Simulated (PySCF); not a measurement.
C2H5S, SMILES [CH2]SC, multiplicity 2.

The structure is a stationary point at PBE-D3(BJ)/def2-TZVP. The isomer is the one that the SMILES or the coordinates give; other isomers of the formula were not compared.

The numbers are results of TDA-LC-ωPBE/def2-SVPD run with PySCF, not measurements.

Vertical excitations. 

| state | energy (eV) | λ (nm) | f | main pairs |
|---|---|---|---|---|
| root 1 | 4.43 | 280 | 0.001 | α HOMO→LUMO 44 %, α HOMO→LUMO+6 13 %, α HOMO→LUMO+1 11 %, α HOMO→LUMO+7 7 % |
| root 2 | 4.95 | 251 | 0.086 | β HOMO→LUMO 92 % |
| root 3 | 5.32 | 233 | 0.001 | α HOMO→LUMO+1 47 %, α HOMO→LUMO+2 25 %, α HOMO→LUMO 17 % |
| root 4 | 5.53 | 224 | 0.006 | α HOMO→LUMO+2 36 %, α HOMO→LUMO+1 20 %, α HOMO→LUMO+4 10 %, α HOMO→LUMO+7 9 % |
| root 5 | 6.21 | 200 | 0.003 | α HOMO→LUMO+4 21 %, α HOMO→LUMO+2 20 %, α HOMO→LUMO+6 12 %, α HOMO→LUMO 10 %, β HOMO−1→LUMO 16 % |
| root 6 | 6.35 | 195 | 0.005 | α HOMO→LUMO+4 16 %, α HOMO→LUMO+3 5 %, β HOMO−1→LUMO 61 % |
| root 7 | 6.41 | 194 | 0.013 | α HOMO→LUMO+3 84 %, β HOMO−1→LUMO 9 % |
| root 8 | 6.72 | 185 | 0.005 | α HOMO→LUMO+7 22 %, α HOMO→LUMO+5 7 %, β HOMO→LUMO+1 20 %, β HOMO→LUMO+3 7 %, β HOMO→LUMO+8 7 %, β HOMO→LUMO+7 7 % |
| root 9 | 6.78 | 183 | 0.013 | α HOMO→LUMO+7 19 %, α HOMO→LUMO+5 12 %, α HOMO→LUMO+4 10 %, β HOMO→LUMO+1 21 %, β HOMO→LUMO+7 10 % |
| root 10 | 7.00 | 177 | 0.004 | α HOMO→LUMO+5 42 %, α HOMO→LUMO 16 %, α HOMO→LUMO+7 13 %, α HOMO→LUMO+1 7 % |
Unrestricted roots are not spin-pure.
